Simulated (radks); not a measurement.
Values are calculated unless marked as measured or tabulated.
Q: Neutral krypton, 36 electrons, occupied as [Ar] 3d10 4s2 4p5.75 5p0.25 (fractional occupations, a model configuration). Code: a radial shooting solver on a logarithmic mesh with Libxc functionals. Model: scalar-relativistic Kohn-Sham, revPBE, spin-unpolarised, spherical densities, point nucleus. Some entries of the table are withheld. Estimate them.

| orbital | occ. | eigenvalue (hartree) | r(max) (bohr) | <1/r> (bohr^-1) |
|---|---|---|---|---|
| 1s | 2 | (1) | 0.02708 | 36.77 |
| 2s | 2 | -68.60032 | 0.1542 | (2) |
| 2p | 6 | -60.65300 | 0.1234 | 7.984 |
| 3s | 2 | -9.78071 | 0.4670 | 2.700 |
| 3p | 6 | -7.25035 | (3) | (4) |
| 3d | 10 | -3.06673 | 0.4114 | 2.272 |
| 4s | 2 | -0.91572 | (5) | 0.8513 |
| 4p | 5.75 | -0.40350 | 1.547 | 0.6920 |
| 5p | 0.25 | (6) | 10.34 | 0.1051 |

A: 
(1) 1s eigenvalue (hartree): -520.4290
(2) 2s <1/r> (bohr^-1): 8.165
(3) 3p r(max) (bohr): 0.4633
(4) 3p <1/r> (bohr^-1): 2.547
(5) 4s r(max) (bohr): 1.340
(6) 5p eigenvalue (hartree): -0.01991
